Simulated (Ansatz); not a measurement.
`OCB[SiH3]` → `[CH2]` (triplet) + `OB[SiH3]` at 400 K and 1 bar (formal loss of a carbene).

Isolated molecules relaxed with PBE0-D4/def2-TZVP in Ansatz; ΔE leaves out vibrations. CCSD(T)/CBS is the MP2 limit (def2-TZVPP, def2-QZVPP) plus CCSD(T) − MP2 in def2-TZVPP, frozen cores. This one scheme is used for every species. Triplets are unrestricted, without spin–orbit coupling. Each species was taken in one conformer, which may not be the lowest.

| species | CCSD(T)/CBS energy (Eh) | H − E (kJ/mol) | S (J/(mol·K)) |
| --- | --- | --- | --- |
| `OCB[SiH3]` | -431.26234 | 236.5 | 373.3 |
| `[CH2]` (triplet) | -39.09499 | 59.0 | 205.7 |
| `OB[SiH3]` | -392.07510 | 161.1 | 321.7 |

H − E and S are ideal-gas, rigid-rotor, harmonic terms from PBE0-D4/def2-TZVP, for one conformer and one mirror image of each species, with the whole ground term of open shells counted as degenerate. 1 Eh = 2625.50 kJ/mol, R = 8.31446 J/(mol·K).

Q: By hand: ΔE, ΔH, ΔS and ΔG.

A: ΔE = (-39.09499) + (-392.07510) − (-431.26234) = 0.09225 Eh = 242.2 kJ/mol. Δ(H − E) = 59.0 + 161.1 − 236.5 = -16.4, so ΔH = 225.8 kJ/mol. ΔS = 205.7 + 321.7 − 373.3 = 154.1 J/(mol·K). ΔG = 225.8 − 400 × (154.1)/1000 = 164.2 kJ/mol.

Q: By hand: the equilibrium constant, and the temperature at which ΔG would vanish if ΔH and ΔS stayed fixed.

A: log₁₀ K = −ΔG/(RT ln 10) = -21.4. ΔG = 0 at ΔH/ΔS = 1465 K.

The number of gas molecules changes by +1, which sets the sign of ΔS. A doubt of 5 kJ/mol in ΔE shifts log₁₀ K by 0.7 here. Other conformers and mirror images would add mixing entropy, several J/(mol·K) or more a flexible species. A triplet takes part, so the spin changes. These are equilibria of isolated gas molecules and say nothing of rates. Largest T1 diagnostic: 0.014 (customary marks: 0.02 for closed shells, 0.045 for open ones).
